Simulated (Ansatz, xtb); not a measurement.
Relative energy of two isomers of C5H6BrFS

We compare X, `F[C@@H]1CC[C@@H](Br)C1=S`, a singlet, with Y, `F[C@]1(Br)CCCC1=S`, a singlet. Both are isolated molecules in the gas phase, relaxed with PBE0-D3(BJ)/def2-SVP; the shapes shown needn't be the lowest conformers.

X (Å):

```xyz
14

C     0.9218   -0.1808    1.3020
C    -0.1981    0.4151    2.1404
C    -1.4558   -0.2851    1.6247
C    -1.2255   -0.3551    0.1233
C     0.2575   -0.5856   -0.0167
Br   -1.6229    1.3868   -0.7160
F     1.3959   -1.3293    1.8991
S     1.0140   -1.2689   -1.2644
H     1.7766    0.4928    1.1351
H    -0.2645    1.4973    1.9504
H    -0.0087    0.2651    3.2122
H    -1.4906   -1.3207    2.0044
H    -2.3974    0.2094    1.8973
H    -1.8287   -1.0792   -0.4349
```

Y (Å):

```json
{"atom": "C", "x (Å)": "-1.0799", "y (Å)": "1.1701", "z (Å)": "0.4856"}
{"atom": "C", "x (Å)": "-1.7762", "y (Å)": "0.2866", "z (Å)": "-0.5282"}
{"atom": "C", "x (Å)": "-1.3100", "y (Å)": "-1.1193", "z (Å)": "-0.1538"}
{"atom": "C", "x (Å)": "-1.1925", "y (Å)": "-1.0897", "z (Å)": "1.3790"}
{"atom": "C", "x (Å)": "-1.0917", "y (Å)": "0.3629", "z (Å)": "1.7704"}
{"atom": "Br", "x (Å)": "0.8359", "y (Å)": "1.3584", "z (Å)": "0.0049"}
{"atom": "F", "x (Å)": "-1.5990", "y (Å)": "2.3954", "z (Å)": "0.5983"}
{"atom": "S", "x (Å)": "-1.1102", "y (Å)": "1.0050", "z (Å)": "3.2493"}
{"atom": "H", "x (Å)": "-1.5701", "y (Å)": "0.5821", "z (Å)": "-1.5653"}
{"atom": "H", "x (Å)": "-2.8584", "y (Å)": "0.4072", "z (Å)": "-0.3428"}
{"atom": "H", "x (Å)": "-2.0003", "y (Å)": "-1.8960", "z (Å)": "-0.5103"}
{"atom": "H", "x (Å)": "-0.3287", "y (Å)": "-1.3157", "z (Å)": "-0.6105"}
{"atom": "H", "x (Å)": "-2.0851", "y (Å)": "-1.5063", "z (Å)": "1.8741"}
{"atom": "H", "x (Å)": "-0.3364", "y (Å)": "-1.6593", "z (Å)": "1.7715"}
```

Problem. Estimate which is lower in electronic energy at CCSD(T)/def2-SVP + ΔMP2/def2-TZVPP, and by roughly how much.

Solution. Too close to call at this level: CCSD(T)/def2-SVP + ΔMP2/def2-TZVPP gives E(Y) − E(X) = −1.24 kcal/mol.

How the difference moves with the method:

```
                             level              geometry  E(Y) − E(X) (kcal/mol)  departure from the last row (kcal/mol)  job, with rough time for the two
                          GFN2-xTB              GFN2-xTB                     −1.38                                   −0.14              optimisation, 0.24 s
                         HF/STO-3G              GFN2-xTB                     −4.01                                   −2.77               single point, 0.8 s
                r2SCAN-D4/def2-SVP              GFN2-xTB                     −4.56                                   −3.33               single point, 5.9 s
              PBE0-D3(BJ)/def2-SVP  PBE0-D3(BJ)/def2-SVP                     −3.71                                   −2.47                optimisation, 76 s
                       HF/def2-SVP  PBE0-D3(BJ)/def2-SVP                     −0.29                                   +0.95           part of the CCSD(T) run
                      MP2/def2-SVP  PBE0-D3(BJ)/def2-SVP                     −2.57                                   −1.33           part of the CCSD(T) run
                  CCSD(T)/def2-SVP  PBE0-D3(BJ)/def2-SVP                     −2.02                                   −0.78                      single point
CCSD(T)/def2-SVP + ΔMP2/def2-TZVPP  PBE0-D3(BJ)/def2-SVP                     −1.24                                                     single point, 3.6 min
```

As drawn, both hold the same kinds of bond in the same numbers.

HF/def2-SVP finds them nearly level. The largest departure from CCSD(T)/def2-SVP + ΔMP2/def2-TZVPP is that of r2SCAN-D4/def2-SVP, 3.33 kcal/mol. The last row adds to CCSD(T) the change of the MP2 difference between the two basis sets, here +0.78 kcal/mol.

With thermal terms from frequencies at re-optimised GFN2-xTB minima (ideal gas, soft modes damped towards free rotors, one conformer each, 298.15 K, 1 atm): on the last row, ΔE + ΔZPE = −1.51, ΔH = −1.43, ΔG = −1.40 kcal/mol.

The correlated steps freeze 20 core orbitals; the filled d shell of Br is correlated, in a basis made for valence electrons. Run with Ansatz 0.2.0, xtb 6.7.1; the last row on 4 threads of Arm Neoverse V1 on a shared host.
